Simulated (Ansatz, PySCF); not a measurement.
This Ansatz (a first-principles code) input computes a CCSD(T)/cc-pVDZ energy:

Ansatz 0.2 input:
```yaml
crystal:
  periodic: [false, false, false]
  atoms:
    - {symbol: C, position_ang: [2.01962942, 0.03654930, -0.25219718]}
    - {symbol: C, position_ang: [0.84107937, -0.24744500, 0.00776197]}
    - {symbol: C, position_ang: [-0.56243470, -0.49639828, 0.27901808]}
    - {symbol: O, position_ang: [-1.41500704, 0.62914212, -0.10445646]}
    - {symbol: H, position_ang: [-0.75143795, -0.68065096, 1.34701849]}
    - {symbol: H, position_ang: [-0.94041737, -1.37362502, -0.26678270]}
    - {symbol: H, position_ang: [-0.77773291, 1.26490288, -0.45208132]}
basis:
  gaussian:
    orbitals: cc-pVDZ
total_charge: -1
magnetization: {spin_polarized: false}
correlation: {method: ccsd_t, electrons: outside_noble_gas}
```

Question: Write an input for the same energy in PySCF and say what it gives.

Answer: 
```python
from pyscf import gto, scf, mp, cc as ccmod

mol = gto.M(
    atom='''
    C     2.01962942    0.03654930   -0.25219718
    C     0.84107937   -0.24744500    0.00776197
    C    -0.56243470   -0.49639828    0.27901808
    O    -1.41500704    0.62914212   -0.10445646
    H    -0.75143795   -0.68065096    1.34701849
    H    -0.94041737   -1.37362502   -0.26678270
    H    -0.77773291    1.26490288   -0.45208132
    ''',
    basis='cc-pvdz',
    charge=-1,
    spin=0,
    verbose=4,
)

mf = scf.RHF(mol)
mf.conv_tol = 1e-10
mf.max_cycle = 100
mf.kernel()
mp2 = mp.MP2(mf, frozen=4).run()
cc = ccmod.CCSD(mf, frozen=4)
cc.max_cycle = 100
cc.kernel()
et = cc.ccsd_t()
print(f'E(CCSD(T)) = {cc.e_tot + et:.9f}')
```
It gives -190.73054 Eh, and Ansatz -190.73053 Eh, a difference of 0.01 mEh.

It need not be the lowest isomer of its formula. Whether it binds its extra electron was not tested at this geometry.
